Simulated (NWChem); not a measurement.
NH2TeF; SMILES F[Te]N

```xyz
5

Te     0.3028     0.0006     0.0000
F     -0.6845    -1.6922     0.0000
N     -1.1705     1.3270     0.0000
H     -1.7332     1.3929     0.8432
H     -1.7332     1.3929    -0.8432
```
Atoms are numbered in this order, from 1.

Results from NWChem. Structure relaxed at the PBE0/def2-SVP level. def2 effective core potentials on Te; no spin-orbit coupling. Level: PBE0/def2-SVPD; the question gives the wavelength of the field.

Problem. Predict the results for field static. Quantities: isotropic polarisability (bohr³); anisotropy (bohr³).

Solution. 
```yaml
isotropic polarisability (bohr³): 49.2
anisotropy (bohr³): 9.8
```
